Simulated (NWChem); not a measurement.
Species: GeH3TeF; SMILES F[Te][GeH3]

```xyz
6

Te    -0.2998    -0.9133     0.0000
F      1.6322    -1.2257     0.0000
Ge     0.0226     1.6312     0.0000
H      0.7878     2.0530    -1.2624
H     -1.3995     2.2208     0.0000
H      0.7878     2.0530     1.2624
```
Atoms are numbered in this order, from 1.

Computed with NWChem. Geometry: optimised at PBE0/def2-SVP. def2 effective core potentials on Te; no spin-orbit coupling. Total energies compare along this basis series because the functional is fixed.

| level | basis functions | energy (Ha) | highest occupied level (eV) | orbital gap (eV) | dipole (D) |
|---|---|---|---|---|---|
| Hartree-Fock/def2-SVP | 87 | -2443.1905 | -8.96 | 10.01 | 3.29 |
| Hartree-Fock/def2-SVPD | 120 | -2443.2073 | -9.02 | 9.46 | 3.13 |
| Hartree-Fock/def2-TZVP | 147 | -2443.6015 | -9.01 | 9.75 | 3.07 |
| Hartree-Fock/def2-TZVPP | 171 | -2443.6021 | -9.01 | 9.75 | 3.07 |
